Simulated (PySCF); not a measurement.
C4H13NSi.

```xyz
19

C      2.9614    -0.3493     0.1926
Si     1.3658     0.5754    -0.1783
C     -0.0985    -0.5715     0.2043
N     -1.3872    -0.1470    -0.2931
C     -2.3886    -1.1740    -0.1659
C     -1.8281     1.1101     0.2517
H      2.9918    -0.6715     1.2452
H      3.8385     0.2900     0.0103
H      3.0561    -1.2444    -0.4416
H      1.3180     1.8195     0.6553
H      1.3176     0.9859    -1.6167
H     -0.1068    -0.7786     1.3046
H      0.1599    -1.5355    -0.2703
H     -2.6111    -1.4433     0.8932
H     -3.3304    -0.8460    -0.6332
H     -2.0598    -2.0903    -0.6803
H     -2.7837     1.4053    -0.2083
H     -1.9782     1.0852     1.3567
H     -1.0988     1.9063     0.0359
```
Charge 0, spin multiplicity 1.

The structure is a stationary point at PBE0-D3(BJ)/def2-SVP. Other conformers were not sampled.

These are PBE0/pcSseg-1 in PySCF values and carry that method's errors. Non-relativistic, no solvent.

Computed absolute GIAO shielding of each atom: isotropic value and principal components (ppm):
```json
[
 {"atom": "C1", "σ(iso)": "192.9", "σ11": "189.4", "σ22": "191.9", "σ33": "197.4", "span": "8.0"},
 {"atom": "Si2", "σ(iso)": "391.1", "σ11": "360.4", "σ22": "385.3", "σ33": "427.6", "span": "67.3"},
 {"atom": "C3", "σ(iso)": "138.4", "σ11": "109.3", "σ22": "116.6", "σ33": "189.3", "span": "79.9"},
 {"atom": "N4", "σ(iso)": "233.7", "σ11": "193.8", "σ22": "245.2", "σ33": "262.1", "span": "68.3"},
 {"atom": "C5", "σ(iso)": "133.9", "σ11": "106.8", "σ22": "110.3", "σ33": "184.5", "span": "77.7"},
 {"atom": "C6", "σ(iso)": "138.5", "σ11": "113.0", "σ22": "121.6", "σ33": "181.0", "span": "68.1"},
 {"atom": "H7", "σ(iso)": "31.2", "σ11": "26.5", "σ22": "29.3", "σ33": "37.9", "span": "11.4"},
 {"atom": "H8", "σ(iso)": "31.1", "σ11": "26.4", "σ22": "27.7", "σ33": "39.1", "span": "12.8"},
 {"atom": "H9", "σ(iso)": "31.2", "σ11": "26.5", "σ22": "29.0", "σ33": "38.1", "span": "11.5"},
 {"atom": "H10", "σ(iso)": "27.1", "σ11": "23.1", "σ22": "26.9", "σ33": "31.2", "span": "8.0"},
 {"atom": "H11", "σ(iso)": "27.1", "σ11": "23.6", "σ22": "26.1", "σ33": "31.7", "span": "8.1"},
 {"atom": "H12", "σ(iso)": "29.7", "σ11": "25.7", "σ22": "29.7", "σ33": "33.8", "span": "8.1"},
 {"atom": "H13", "σ(iso)": "29.4", "σ11": "24.4", "σ22": "29.3", "σ33": "34.5", "span": "10.1"},
 {"atom": "H14", "σ(iso)": "29.6", "σ11": "26.6", "σ22": "26.8", "σ33": "35.2", "span": "8.6"},
 {"atom": "H15", "σ(iso)": "29.0", "σ11": "24.8", "σ22": "26.1", "σ33": "36.1", "span": "11.3"},
 {"atom": "H16", "σ(iso)": "29.0", "σ11": "24.8", "σ22": "26.6", "σ33": "35.6", "span": "10.8"},
 {"atom": "H17", "σ(iso)": "29.1", "σ11": "24.9", "σ22": "26.4", "σ33": "35.9", "span": "10.9"},
 {"atom": "H18", "σ(iso)": "29.7", "σ11": "26.5", "σ22": "27.2", "σ33": "35.4", "span": "8.9"},
 {"atom": "H19", "σ(iso)": "28.8", "σ11": "23.8", "σ22": "28.2", "σ33": "34.5", "span": "10.7"}
]
```
